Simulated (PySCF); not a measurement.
# Ionisation energy of Dy by level of theory

Dy [Xe] 4f10 6s2 [4f5/2^6 4f7/2^4, M_J = 8] → Dy⁺ [Xe] 4f10 6s1 [4f5/2^6 4f7/2^4 6s1/2^1, M_J = 17/2], as a difference of total energies. Computed with PySCF 2.14 in x2c-TZVPall-2c with one added diffuse shell each of s, p, d, f type (12s12p11d5f1g, 147 functions), with the two-component X2C-1e Hamiltonian. Correlated levels: [Ar] 3d10 frozen; the 18 highest virtual spinors dropped. "Screened" scales the spin-orbit matrix elements by Boettger's factors to mimic the two-electron term; Breit and QED terms are absent.

| method | ionisation energy (eV) | error (eV) |
| --- | --- | --- |
| GHF (spin-free) | 4.859 | -1.080 |
| GMP2 (spin-free) | 5.857 | -0.082 |
| GHF (screened spin-orbit) | 4.862 | -1.077 |
| GMP2 (screened spin-orbit) | 5.860 | -0.079 |

Reference: 5.939 eV (measured; NIST Atomic Spectra Database, ionization energies).

The spin-free rows relax to the high-spin LS determinant and lack the spin-orbit shift.

The labels give the starting determinants; with spin-orbit coupling the two ends relaxed to ⟨J²⟩ = 72.01, ⟨L²⟩ = 42.75, ⟨S²⟩ = 5.90 and ⟨J²⟩ = 80.76, ⟨L²⟩ = 42.73, ⟨S²⟩ = 8.61.
